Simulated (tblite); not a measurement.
Compound: C₄H₉NO₃Si₂.
Geometry (GFN2-xTB, Å), atoms numbered from 1 in this order:
```xyz
19
C4H9NO3Si2 angstrom
C     -2.9654    0.8182    0.4346
C     -1.6794    0.5748    0.6444
Si    -0.5844   -0.5084   -0.4576
O     -1.4230   -1.1814   -1.6871
C     -0.2232   -2.0789    0.5885
O      0.6538   -2.1285    1.4218
Si     1.4196    0.4846   -1.0722
C      2.3323    1.1097    0.5032
N      2.2887    0.3232    1.5954
O      2.9240    2.1740    0.4907
H     -3.4968    0.3805   -0.3956
H     -3.5505    1.4538    1.0812
H     -1.2037    1.0420    1.4980
H     -1.8887   -0.6695   -2.3422
H     -0.8337   -2.9835    0.4020
H      2.3293   -0.4655   -1.7346
H      1.2707    1.6334   -1.9737
H      1.8234   -0.5758    1.6058
H      2.7973    0.6066    2.4204
```

All values are computed: GFN2-xTB (tblite) harmonic vibrations without scaling, gas phase. This tight-binding method is rough: wavenumbers can miss measured ones by several per cent, in bad cases by 10 to 20. Modes of hydrogen on silicon can be 10 to 20 % off. One conformer, not necessarily the lowest.

Harmonic wavenumbers (cm⁻¹): 28.7, 43.8, 48.9, 77.2, 90.1, 126.5, 142.3, 147.3, 170.2, 189.7, 243.7, 255.3, 311.3, 346.3, 405.2, 414.9, 440.5, 465.4, 496.7, 516.6, 576.1, 634.9, 647.3, 665.6, 684.2, 690.5, 751.4, 766.1, 783.2, 883.4, 915.2, 1002.9, 1025.7, 1051.1, 1269.6, 1273.0, 1335.7, 1414.3, 1464.2, 1651.4, 1700.7, 1714.9, 2175.5, 2223.2, 2744.6, 3038.4, 3078.2, 3098.4, 3343.5, 3450.3, 3668.8.

A = 1255, B = 638.9, C = 589.4 MHz; mass 175.012 u (most abundant isotopes); point group C1, symmetry number 1.

Task: Zero-point energy?

Result: ½Σν̃ = 27341 cm⁻¹ = 327.08 kJ/mol.

Task: What is S at 273.15 K and 1 bar for an ideal gas of classical rigid rotors and harmonic oscillators?

Result: Translation 171.45, rotation 128.19, vibration 197.36: S = 497.0 J/(mol K).

Task: And Cp and H(273.15 K) − H(0)?

Result: Cp = 209.26 J/(mol K), of which vibrations give 176.00 (their classical limit is 51 R = 424.0); H(273.15 K) − H(0) = 35.85 kJ/mol without the zero-point energy, 26.77 from vibrations.

Task: What must be added to the electronic energy to get the Gibbs energy at 273.15 K and 1 bar?

Result: ZPE + [H(273.15 K) − H(0)] − T·S = 327.08 + 35.85 − 135.75 = 227.18 kJ/mol.

Task: Which modes carry the vibrational entropy at 273.15 K?

Result: 28.7 cm⁻¹: 24.03; 43.8 cm⁻¹: 20.53; 48.9 cm⁻¹: 19.62; 77.2 cm⁻¹: 15.85; 90.1 cm⁻¹: 14.59; 126.5 cm⁻¹: 11.84 J/(mol K); the other 45 give 90.90 together.

Task: Blend soft modes into free rotors: weight 1/[1 + (100 cm⁻¹/ν̃)⁴] for the oscillator and the rest for a rotor with moment μB/(μ + B), μ = h/(8π²ν), B = 10⁻⁴⁴ kg m². What vibrational entropy results?

Result: 175.65 J/(mol K) in place of 197.36, which changes −T·S at 273.15 K by +5.93 kJ/mol.

Hindered rotation and anharmonicity are outside this model. Other conformers, if any are populated, would add a mixing term that is left out. The structure is chiral; the term R ln 2 for an equal mix with its mirror image is left out.
